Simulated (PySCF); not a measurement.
**Orbital picture of Bi2**

PBE0 at R = 2.618 Å; PySCF, scalar-relativistic core potentials, basis sets Bi cc-pVTZ-PP with ECP60. State: triplet, unpaired electrons π ↑↑, a mixture of terms (⟨Lz²⟩ = 2.0), a second solution, started from another occupation. Only the outer orbitals are listed.

| spin | orbital | occ. | ε (eV) | main shells (%) |
| --- | --- | --- | --- | --- |
| α | σg | 1 | -17.86 | 94 s |
| α | σu | 1 | -14.62 | 95 s |
| α | πu | 1 | -7.19 | 98 p |
| α | σg | 1 | -6.93 | 93 p |
| α | πu | 1 | -6.39 | 97 p |
| α | πg | 1 | -4.83 | 99 p |
| α | πg | 0 | -2.89 | 98 p |
| β | σg | 1 | -17.02 | 93 s |
| β | σu | 1 | -13.79 | 96 s |
| β | σg | 1 | -6.56 | 93 p |
| β | πu | 1 | -6.09 | 97 p |
| β | πu | 0 | -3.97 | 98 p |
| β | πg | 0 | -2.55 | 98 p |
| β | πg | 0 | -1.68 | 98 p |

Which are the highest filled and the lowest empty level, where do they sit, and how wide is the gap?

Highest filled α πg at -4.83 eV (in %: 99 p); lowest empty β πu at -3.97 eV (in %: 98 p); the gap at PBE0 is 0.86 eV.

| Property | Result |
| --- | --- |
| bond order (Mayer) | 2.02 |
| ⟨S²⟩ | 2.005 |

Spin–orbit coupling is left out, which matters for elements this heavy, above all for dissociation energies.
